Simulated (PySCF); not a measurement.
In(AsH2)(F)2 (AsF₂H₂In), SMILES [F][In]([F])[AsH2]. Heavy atoms are numbered as in [In:1]([AsH2:2])([F:5])[F:6]. Hydrogens are named by the atom that carries them.

Coordinates come from a B3LYP-D3(BJ)/def2-SVP optimisation. The structure was generated by enumeration; whether it is a known compound was not checked. The def2 effective core potentials stand for the cores of In; spin–orbit coupling is left out.

Level of theory: r2SCAN/def2-TZVP in PySCF.

ESP charges are fitted to the potential on shells at 1.4 to 2.0 van der Waals radii. Atomic charges (e), one atom of each kind:

```
atom        ESP fit  Mulliken  Löwdin
----------  -------  --------  ------
In1               ?      0.98    0.27
As2 (AsH2)        ?     -0.21    0.20
H on As2          ?      0.09    0.02
F5                ?     -0.48   -0.26
```

Question: What belongs in the gaps? (The exact figures need the calculation; the answer reports its results.)

Answer: 
- In1, ESP fit: 0.86
- As2 (AsH2), ESP fit: -0.08
- H on As2, ESP fit: 0.03
- F5, ESP fit: -0.42
